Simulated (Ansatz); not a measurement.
CrFHO3, SMILES `[O]=[Cr](=[O])([OH])[F]` from Hartree–Fock to CCSD(T)

Z-matrix (Å, degrees):
```
Cr
O 1 1.539
O 1 1.731 2 108.4
O 1 1.541 2 109.8 3 -119.9
F 1 1.710 2 110.1 3 119.8
H 3 0.965 1 115.9 2 -144.6
```

Total charge 0; spin multiplicity 1. Correlated methods include outer-core shells of Cr, which these sets cover unevenly. Scalar relativity is left out up to krypton. The structure was optimised at the PBE0-D4/def2-TZVP level. It is one conformer, not always the lowest. Frozen core, restricted reference, Ansatz.

| basis | HF (Eh) | MP2 corr. | CCSD corr. | (T) | CCSD(T) total |
| --- | --- | --- | --- | --- | --- |
| def2-SVP | -1367.22370 | -1.52132 | -1.28966 | -0.10208 | -1368.61544 |
| def2-TZVPP | -1367.83303 | -1.91370 | -1.66337 | -0.13041 | -1369.62681 |
| def2-QZVPP | -1367.87000 | -2.03381 | – | – | – |
